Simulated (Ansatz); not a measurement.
The cluster Sr₂O₂⁺, relaxed as a quartet with UKS r2SCAN-D4/def2-TZVP in Ansatz, starting from the r2SCAN-D4/def2-TZVP geometry of the charge +1 doublet. Force threshold 0.02 eV/Å.

In the def2 sets Sr takes a core potential; there is no spin–orbit coupling. The relaxation made no stability test and no search for a lower SCF solution. At r2SCAN-D4/def2-TZVP a doublet of charge 1 lies 3.30 eV below the quartet, each at its own geometry. The structure comes from a short search, and lower isomers may exist.

Start:

```xyz
4

Sr    0.516   -1.746    0.205
Sr   -0.516    1.746   -0.206
O     1.064    0.368    0.456
O    -1.064   -0.368   -0.456
```

```json
{"step": "1", "energy (eV)": "-5759.7487", "largest force component (eV/Å)": "2.766", "SCF passes": "90"}
{"step": "2", "energy (eV)": "-5760.2435", "largest force component (eV/Å)": "0.561", "SCF passes": "40"}
{"step": "3", "energy (eV)": "-5760.2967", "largest force component (eV/Å)": "0.371", "SCF passes": "41"}
{"step": "4 (rejected)", "energy (eV)": "-5760.2710", "largest force component (eV/Å)": "0.853", "SCF passes": "37"}
{"step": "5", "energy (eV)": "-5760.3160", "largest force component (eV/Å)": "0.088", "SCF passes": "31"}
{"step": "6", "energy (eV)": "-5760.3193", "largest force component (eV/Å)": "0.094", "SCF passes": "32"}
{"step": "7", "energy (eV)": "-5760.3211", "largest force component (eV/Å)": "0.026", "SCF passes": "32"}
{"step": "8", "energy (eV)": "-5760.3215", "largest force component (eV/Å)": "0.012", "SCF passes": "32"}
```

Force components are those of the run's own axes.

End:

```tsv
atom	x (Å)	y (Å)	z (Å)
Sr1	0.573	-1.984	0.228
Sr2	-0.596	1.976	-0.238
O3	0.917	0.317	0.393
O4	-0.894	-0.309	-0.383
```

By distances, no bond broke or formed. The bond that changes most is Sr2–O3, from 2.20 to 2.33 Å (atoms count from 1).

No frequencies were taken in this run, so the end may be a saddle point.

Hardware: 4 threads of Arm Neoverse V2 on a shared host. Wall time 27 s.
